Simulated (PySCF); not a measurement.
Run record: geometry optimisation, `O=C/C=C/C=C(/[O-])Br`.

Method: PBE0-D3(BJ)/def2-SVP geometry optimisation, gas phase (PySCF 2.14.0). Start geometry: GFN2-xTB. A driver script takes a list of jobs; this job's settings line and coordinates (Å) are shown.

Input:
```
{"job": {"xc": "PBE0", "basis": "def2-SVP", "d3": "d3bj", "grid": 2, "kind": "geom"}, "charge": -1, "multiplicity": 1}
O      3.581701    -0.321965     0.217671
C      2.461964     0.167401     0.084582
C      1.225439    -0.513641     0.139874
C      0.023046     0.124736    -0.021627
C     -1.218315    -0.502426     0.024132
C     -2.473025     0.038696    -0.123894
O     -3.587524    -0.408186    -0.102367
Br    -2.441312     2.113753    -0.463550
H      2.369795     1.262668    -0.101954
H      1.250733    -1.581369     0.318048
H      0.048473     1.193674    -0.196135
H     -1.239778    -1.574026     0.199193
```

Output:
```
step   0  E = -2916.35925357  max force = 0.028714
step   1  E = -2916.36116634  max force = 0.002998
step   2  E = -2916.36092857  max force = 0.002365
step   3  E = -2916.36118506  max force = 0.001030
step   4  E = -2916.36120423  max force = 0.000902
step   5  E = -2916.36120728  max force = 0.000845
step   6  E = -2916.36121820  max force = 0.000600
step   7  E = -2916.36121249  max force = 0.001204
step   8  E = -2916.36121956  max force = 0.000446
optimisation converged
```

Energies in Eh; «max force» is the largest Cartesian gradient component in Eh/bohr.

**Question.** How much energy does the optimisation release, in eV?

**Answer.** E(step 0) − E(last step) = 0.001966 Eh, which is 0.053 eV.

**Question.** Give the first gradient maximum in eV/Å.

**Answer.** With 1 Eh/bohr = 51.422 eV/Å, 1.477 eV/Å.

In short: final energy -2916.36122 Eh after 8 steps.

**Question.** Give the final coordinates.

**Answer.** 0.066 Å rms from the input after alignment:
```
atom  x, y, z in Å
O1     3.3383   -0.1215    0.1151
C2     2.1951    0.3014   -0.0078
C3     0.9757   -0.4427    0.0587
C4    -0.2462    0.1779   -0.1001
C5    -1.5106   -0.4190   -0.0593
C6    -2.7673    0.1773   -0.2156
O7    -3.8866   -0.2363   -0.1981
Br8   -2.6438    2.2824   -0.5590
H9     2.0252    1.4019   -0.1975
H10    1.0491   -1.5209    0.2403
H11   -0.2335    1.2612   -0.2786
H12   -1.5882   -1.4980    0.1157
```

**Question.** Estimate the wall time. Hardware: AMD EPYC 7R13, one thread, no GPU, shared host. And the peak memory of the process?

**Answer.** About 78 s, with 0.79 GiB resident at the peak, the Python interpreter and its libraries included.
Labels such as C1 count atoms from 1, the log's own numbers from 0.
